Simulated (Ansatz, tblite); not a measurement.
Removing and adding an electron: Ga₈Sb₈H₂₂, a nanocrystal cut from wurtzite GaSb (hydrogen-capped). Total charge 0; singlet. Geometry: r2SCAN-D4/def2-SVP. Ansatz, gas phase; energy differences of separate SCF runs; the oxidised species was run as a doublet alone; the reduced species was run as a doublet alone.

Cartesian coordinates in Å:
```
Ga -3.240 0.194 -3.934
Sb -0.939 -1.158 -4.458
Sb -2.443 1.102 -1.541
Ga -2.165 -0.816 0.269
Ga 1.132 -1.306 -2.779
Sb 0.067 -2.101 -0.476
Sb -1.574 0.180 2.654
Ga -1.477 -1.677 4.585
Ga 1.987 -2.217 1.359
Sb 0.725 -2.934 3.600
Ga -0.360 2.721 -1.756
Sb 1.772 1.205 -2.224
Sb 0.035 3.522 0.768
Ga 0.562 1.740 2.697
Ga 3.763 1.537 -0.440
Sb 2.578 0.347 1.666
H -4.338 -0.900 -3.747
H -3.286 1.370 -4.960
H -1.283 -2.755 -4.934
H -0.284 -0.657 -5.947
H -3.684 2.096 -0.926
H -3.384 -1.798 0.305
H 2.297 -2.208 -3.300
H -0.409 -3.716 -0.734
H -2.868 1.231 3.013
H -2.654 -2.688 4.409
H -1.028 -1.022 5.929
H 3.182 -3.153 0.987
H 0.447 -4.608 3.475
H 1.933 -3.034 4.794
H -0.545 3.935 -2.724
H 2.345 1.816 -3.707
H -1.355 4.381 1.246
H 1.118 4.831 0.832
H 0.860 2.441 4.062
H 4.989 0.678 -0.884
H 3.806 3.070 -0.110
H 3.719 0.353 2.931
```

In the def2 sets Sb takes a core potential; there is no spin–orbit coupling. The xTB rows come from tblite. Single mean-field runs in def2-TZVP are fitted with def2-universal-jkfit.

| level | −HOMO (eV) | vertical IE (eV) | −LUMO (eV) | vertical EA (eV) | HOMO–LUMO gap (eV) | IE − EA (eV) | remarks |
| --- | --- | --- | --- | --- | --- | --- | --- |
| GFN1-xTB | 10.53 | 11.86 | 7.22 | 5.90 | 3.31 | 5.96 | – |
| PBE-D4/def2-TZVP | 5.80 | 7.30 | 2.48 | 1.22 | 3.32 | 6.08 | HOMO above zero (-1 doublet) |

Q: Estimate the rows for PBE0-D4/def2-TZVP.

A: 
```csv
level,−HOMO (eV),vertical IE (eV),−LUMO (eV),vertical EA (eV),HOMO–LUMO gap (eV),IE − EA (eV)
PBE0-D4/def2-TZVP,6.66,7.70,1.82,0.98,4.84,6.72
```

   A HOMO above zero means that the electron is unbound at that level or that self-interaction error raises the level; the energy of removing that electron tells which. Raw xTB energy differences between charge states are shifted by several eV; the methods need an empirical correction for them. Sets without diffuse functions give affinities that are too small.
